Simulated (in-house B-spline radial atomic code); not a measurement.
# RPA and G0W0 on wB97X: Sb VI (Sb5+)

Configuration [Kr] 4d10, mean-field start wB97X. Computed with a B-spline radial code for spherical atoms: all electrons, non-relativistic, point nucleus, each spin shell either full or empty, empty states to l = 9 with an (l + 1/2)⁻⁴ tail; G0W0 by contour deformation at full frequency.

Without relativity these are model numbers: it shifts the levels of so heavy an element strongly and can reorder them.

Command:
```bash
python run_gw.py task.json out
```
Settings (radii: box in bohr, nucleus in fm):
```
Z                        51
electrons                46
configuration            [Kr] 4d10
hamiltonian              nr
method                   wb97x
lmax                     9
spin_polarised           False
box_radius               10.43
intervals                52
```

Run time, properties included: 1.8 s on 1 thread of Arm Neoverse V2, on a shared host.

Energies (hartree):

```
                                     term        value
                         mean-field total  -6310.78754
Hartree-Fock functional on these orbitals  -6308.31165
                      direct second order      -3.8971
                    second-order exchange        1.078
                         SOSEX correction       1.0166
```

(1) What is the RPA correlation energy, and what remains with SOSEX?

Quasi-particle levels (eV):

```json
{"level": "4d", "occupied": "yes", "mean field": "-95.84", "Σx - vxc": "-5.32", "Σc": "?", "QP weight": "?", "G0W0": "?"}
{"level": "5s", "occupied": "no", "mean field": "-53.24", "Σx - vxc": "2.05", "Σc": "-1.82", "QP weight": "0.985", "G0W0": "-53.01"}
```

G0W0 = mean field + (Σx - vxc) + Σc, with Σc (partial-wave tail included) taken at the quasi-particle energy. Only the outer levels were computed. Levels of low weight are left out.

(2) Where does G0W0 put 4d?

Answers

(1) RPA gives -3.4985 hartree (-2.07 eV per electron); RPA + SOSEX gives -2.4819, and the second-order doubles -2.819 hartree (no singles). SOSEX takes back 29 % of the RPA value.

(2) At -101.17 eV, with Σc = -0.02 eV and a quasi-particle weight of 0.965. The tabulated removal energy is 99.51 ± 0.05 eV (NIST, measured); the calculation leaves out relativity, Breit and QED terms, and what these don't explain is the method's own error.
